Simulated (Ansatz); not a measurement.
Z-matrix (Å, degrees):
```
C
N 1 1.442
H 1 1.102 2 113.0
H 1 1.093 2 110.7 3 -121.3
H 1 1.099 2 110.2 3 119.8
Sn 2 1.997 1 119.5 3 94.0
C 2 1.442 1 113.8 3 -57.7
Cl 6 2.340 2 106.4 1 164.1
N 6 2.007 2 115.3 1 -80.5
N 6 2.007 2 104.9 1 43.6
H 7 1.092 2 110.8 1 -177.9
H 7 1.101 2 113.0 1 60.7
H 7 1.098 2 110.0 1 -59.4
C 9 1.442 6 117.8 2 54.6
C 9 1.441 6 121.3 2 -156.7
C 10 1.444 6 118.7 2 55.5
C 10 1.443 6 118.5 2 -160.5
H 14 1.098 9 110.1 6 -149.7
H 14 1.094 9 110.9 6 -31.3
H 14 1.102 9 113.5 6 90.1
H 15 1.098 9 110.0 6 149.7
H 15 1.092 9 110.7 6 31.1
H 15 1.103 9 113.3 6 -90.4
H 16 1.098 10 110.0 6 -152.7
H 16 1.101 10 113.0 6 87.2
H 16 1.093 10 110.6 6 -33.9
H 17 1.093 10 110.7 6 33.7
H 17 1.101 10 113.3 6 -87.7
H 17 1.098 10 110.0 6 152.2
```

The species carries charge 0 and has multiplicity 1. Sn takes the def2 core potential.

(1) List the r2SCAN/def2-TZVPP orbital energies in eV (Ansatz 0.2.0). (Estimate.)

## Answers

(1) The calculation gave: Occupied: -2752.75, -385.26, -385.20, -385.20, -273.75, -273.71, -273.66, -273.63, -273.59, -273.56, -254.12, -192.66, -192.52, -192.52, -137.37, -92.29, -92.16, -92.15, -26.88, -26.85, -26.85, -26.58, -26.56, -23.59, -23.19, -23.16, -20.42, -18.46, -18.43, -18.37, -16.23, -15.66, -15.63, -13.33, -12.06, -11.99, -11.57, -11.46, -11.42, -11.33, -11.30, -11.24, -10.27, -9.87, -9.80, -9.78, -9.32, -9.32, -9.25, -8.73, -8.34, -8.19, -7.65, -7.63, -5.47, -5.23, -5.13. Lowest empty: -1.41, 0.33, 0.66, 1.05, 1.12, 1.66, 1.99, 2.19.
